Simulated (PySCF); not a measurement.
**CH3F3O3Si**

CH3F3O3Si is a molecule, neutral, singlet. The structure, one conformer, was relaxed in the gas phase by PBE0-D3(BJ)/def2-SVP. No frequency run checks that it is a minimum.

SMILES: O[Si](O)(O)C(F)(F)F

```xyz
11

O    -0.582    1.460   -1.105
Si   -0.399   -0.038   -0.468
O     0.216   -1.067   -1.585
O    -1.828   -0.595    0.104
C     0.843    0.068    0.995
F     1.953    0.750    0.662
F     0.310    0.686    2.064
F     1.239   -1.150    1.403
H     0.185    1.893   -1.488
H     0.395   -1.974   -1.323
H    -2.301   -0.062    0.750
```
Atoms count from 1 in this order.

Shieldings: GIAO PBE0/pcSseg-1. Shifts are against computed references at the same level: C TMS (σ 184.4 ppm), H TMS (σ 31.27 ppm), Si TMS (σ 352.0 ppm). Core levels by delta-SCF with SCAN, pcX-2 on the ionised atom and pcseg-1 elsewhere, spin-free X2C (2p3/2 is the spin-free 2p value less a third of a first-order spin-orbit splitting); from the vacuum level, for chosen atoms.

(1) Give the NMR and core-level values of the distinct atoms.

(2) By CAM-B3LYP/def2-SVPD (TDDFT singlets, Tamm-Dancoff triplets, ionisation by delta-SCF), where does absorption start, and what does vertical ionisation take?

## Answers

(1) 
```tsv
atoms	bonded to	σ (ppm)	δ (ppm)	core level (eV)
O1 O3 O4	1 Si + 1 H	289.6	-	1s 539.45
Si2	1 C + 3 O	414.4	-62.4	2p3/2 108.98
C5	3 F + 1 Si	53.7	130.7	1s 297.60
F6 F7	1 C	261.0	-	1s 693.93
F8	1 C	261.0	-	1s 693.93
H9 H10 H11	1 O	29.02	2.25	-
```

Values are those of this one static structure; atoms that internal rotation interchanges would show their mean in an NMR spectrum.

(2) The lowest singlet lies at 8.22 eV (f 0.070), the lowest triplet at 7.85 eV; vertical ionisation takes 11.82 eV.

The 3 runs behind this took 2.2 min in all, one thread each of AMD EPYC 9R45 on a shared host, launched as `OMP_NUM_THREADS=1 python cluster_run.py task.json out`.
